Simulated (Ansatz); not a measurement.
Born–Oppenheimer molecular dynamics of Cl$_{4}$FH$_{2}$OTa (9 atoms, charge 0, multiplicity 1). It starts at the highest image of a converged band. Of that band: A vibrational analysis at the climbing image gives one clearly imaginary mode, 58i cm⁻¹: a first-order saddle point.

Computed with RKS BHLYP-D4/def2-SVP in Ansatz 0.2.0.

```yaml
ensemble: NVE (velocity Verlet)
time_step: 0.5 fs
steps_asked: 200
starting_velocities_drawn_for: 100 K
seed: 10435
```

First frame:

```xyz
9
Properties=species:S:1:pos:R:3
Ta -0.292 -0.249 0.154
F 2.551 -0.244 0.560
Cl 0.174 0.721 2.183
Cl 0.755 -0.059 -1.880
Cl -1.662 1.565 -0.389
Cl -2.199 -1.549 0.130
O 0.608 -1.885 0.597
H 0.386 -2.802 0.741
H 2.299 -1.125 0.693
```

Question: How far do the bonds stretch over the last three quarters of this one trajectory? (Pairs bonded in most of those frames.)

Answer: 
| bond | mean (Å) | spread (Å) | shortest | longest |
| --- | --- | --- | --- | --- |
| Ta1–Cl3 | 2.308 | 0.028 | 2.26 | 2.34 |
| Ta1–Cl4 | 2.298 | 0.002 | 2.29 | 2.30 |
| Ta1–Cl5 | 2.340 | 0.006 | 2.33 | 2.35 |
| Ta1–Cl6 | 2.304 | 0.015 | 2.28 | 2.33 |
| Ta1–O7 | 1.918 | 0.017 | 1.89 | 1.95 |
| F2–H9 | 0.926 | 0.002 | 0.92 | 0.93 |
| O7–H8 | 0.955 | 0.004 | 0.95 | 0.96 |

Pairs bonded in part of these frames only: Ta1–F2 58 %.

Mean temperature of the second half: 53 K. The conserved energy stayed within 0.007 meV per atom of its start (net change 0.0058 meV per atom), so the integration is sound. A run of 0.1 ps of so small a system gives no equilibrium averages. The orbitals stay closed-shell, which can raise the energy where a bond breaks towards radicals; this wasn't checked here.

The run took 7.7 min on 4 threads of INTEL(R) XEON(R) PLATINUM 8581C CPU @ 2.30GHz (Emerald Rapids) (shared host), peak memory 0.51 GiB.
